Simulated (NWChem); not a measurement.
Species: TaCl4 cation; SMILES [Cl][Ta+]([Cl])([Cl])[Cl]

Computed with NWChem. Structure relaxed at the PBE0/def2-SVP level. This spin state was assumed; another may lie lower. def2 effective core potentials on Ta; no spin-orbit coupling. Level SCAN/def2-SVP: energy and gradient on several grids; changes count from the extra-fine grid, which is no exact limit either.

```json
[
 {"grid": "xcoarse", "size of the energy change (μHa)": "20000", "largest change of a gradient component (μHa/bohr)": "1000", "time, medium = 1 (rough)": "about 1"},
 {"grid": "coarse", "size of the energy change (μHa)": "5000", "largest change of a gradient component (μHa/bohr)": "100", "time, medium = 1 (rough)": "about 1"},
 {"grid": "medium", "size of the energy change (μHa)": "5000", "largest change of a gradient component (μHa/bohr)": "50", "time, medium = 1 (rough)": "about 1"},
 {"grid": "fine", "size of the energy change (μHa)": "200", "largest change of a gradient component (μHa/bohr)": "60", "time, medium = 1 (rough)": "about 1"},
 {"grid": "xfine", "size of the energy change (μHa)": "< 10", "largest change of a gradient component (μHa/bohr)": "< 30", "time, medium = 1 (rough)": "2"}
]
```
